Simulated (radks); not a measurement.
Initial-state core-level shifts of the silicon ion Si2+ when its valence configuration changes from [Ne] 3s2. Method: non-relativistic Kohn-Sham, TPSS, spin-polarised, spherical densities, point nucleus; open shells are filled with parallel spins first; meta-GGA in the generalised Kohn-Sham scheme; computed with a radial shooting solver on a logarithmic mesh with Libxc functionals. Shifts are changes of the shell-averaged eigenvalues in eV (positive: less bound); the change of the density at the nucleus, which sets a Mossbauer isomer shift, is in e/bohr^3, on a base of 1770.

valence	1s	2s	2p	density at nucleus
3p2	-2.603	-2.558	-2.544	-10.9287
3s1 3p1	-1.121	-1.114	-1.110	-5.3556
3s1.5 3p0.5	-0.660	-0.652	-0.648	-2.6786
3s0.5 3p1.5	-1.860	-1.836	-1.827	-8.1534
